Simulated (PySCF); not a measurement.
**Removal energies of I⁴³⁺ from EOM-IP-GCCSD**

Reference: closed-shell I⁴³⁺, [Ne]; one electron is removed. Calculated with PySCF 2.14, two-component X2C-1e with screened spin-orbit coupling, an uncontracted even-tempered set (17 s from 5.3 bohr⁻², ratio 2.6; 13 p from 6.9 bohr⁻², ratio 2.6; 6 d from 7 bohr⁻², ratio 2.8; 3 f from 160 bohr⁻², ratio 2.8); frozen 1s2; the 48 highest virtual spinors dropped; of the others 44 kept and the rest restored at second order. No Breit or QED terms. Binding energies in eV.

```csv
level,Koopmans,second order,EOM-CCSD
2s1/2,7956.2,7953.0,7953.1
2p1/2,7660.0,7657.7,7657.7
2p3/2,7346.4,7344.5,7344.6
```

For comparison, the ionisation energy of I⁴³⁺ is 7337 ± 4 eV (theoretical estimate listed by NIST; NIST Atomic Spectra Database, ionization energies).
